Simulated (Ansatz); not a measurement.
A calculation with Ansatz (development build ahead of 0.2.0).

```yaml
crystal:
  periodic: [false, false, false]
  atoms:
    - { symbol: H, position_ang: [-1.15598, -1.1576, -0.77465] }
    - { symbol: H, position_ang: [-1.15651, -1.14964, -1.52216] }
    - { symbol: H, position_ang: [-1.15995, -1.14867, 1.51794] }
    - { symbol: H, position_ang: [-1.1589, -1.1571, 0.77871] }
    - { symbol: H, position_ang: [-1.15838, 1.14587, -0.78215] }
    - { symbol: H, position_ang: [-1.15545, 1.14796, -1.51362] }
    - { symbol: H, position_ang: [-1.15149, 1.14073, 1.52424] }
    - { symbol: H, position_ang: [-1.15338, 1.15026, 0.78201] }
    - { symbol: H, position_ang: [1.14777, -1.1514, -0.78194] }
    - { symbol: H, position_ang: [1.15441, -1.15592, -1.51522] }
    - { symbol: H, position_ang: [1.14537, -1.15352, 1.51651] }
    - { symbol: H, position_ang: [1.15836, -1.15351, 0.77262] }
    - { symbol: H, position_ang: [1.15837, 1.15921, -0.78298] }
    - { symbol: H, position_ang: [1.14136, 1.14828, -1.51284] }
    - { symbol: H, position_ang: [1.14546, 1.15523, 1.52837] }
    - { symbol: H, position_ang: [1.15563, 1.15381, 0.77567] }
basis:
  gaussian: { orbitals: def2-TZVP }
hamiltonian:
  xc: hf
```

The input is written out in the form of the current development build from the run's settings.

Results

```yaml
Converged: yes
Total_energy: -8.98938 hartree
Spin_squared_of_the_determinant: 0.000
```
